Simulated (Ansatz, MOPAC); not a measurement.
Diatomic MoH+, multiplicity 5 (lowest of 2S+1 = 1, 3, 5, 7, 9 at CCSD(T)/def2-TZVPP on PBE0 minima; our sources give no spin for the ground state, which may be another). No spin–orbit coupling.

Seven points along R, fitted to fifth degree in 1/R; most abundant isotopes. Runs in def2 and cc sets follow the lowest solution found near the PBE0 minimum.

Correlated levels freeze the inner cores; with def2 sets outer-core shells near the valence are correlated too. The state reached by PM6, PM7 isn't checked; PM7 holds dispersion and hydrogen-bond terms.

The values were computed with Ansatz (a program for electronic structure); MOPAC for PM6, PM7 (differences of heats of formation).  In def2 rows elements past Kr take small-core potentials, without spin–orbit coupling.

| level | r_e (Å) | ω_e (cm⁻¹) | ω_e x_e (cm⁻¹) |
|---|---|---|---|
| PM6 | 1.697 | 2222 | 23 |
| PM7 | 1.749 | 2312 | 28 |
| r2SCAN/def2-TZVPP | 1.671 | 1938 | 37 |
| B97M-V/def2-TZVPP | 1.681 | [?] | 34 |
| BHLYP/def2-TZVPP | 1.670 | 1959 | 33 |
| CAM-B3LYP/def2-TZVPP | 1.670 | 1964 | 31 |
| wB97X-V/def2-TZVPP | 1.664 | 1993 | 29 |
| B2PLYP/def2-TZVPP | [?] | [?] | 29 |

Task: Fill in the missing entries.

Result: 
- B2PLYP/def2-TZVPP, r_e (Å): 1.666
- B2PLYP/def2-TZVPP, ω_e (cm⁻¹): 1976
- B97M-V/def2-TZVPP, ω_e (cm⁻¹): 1873
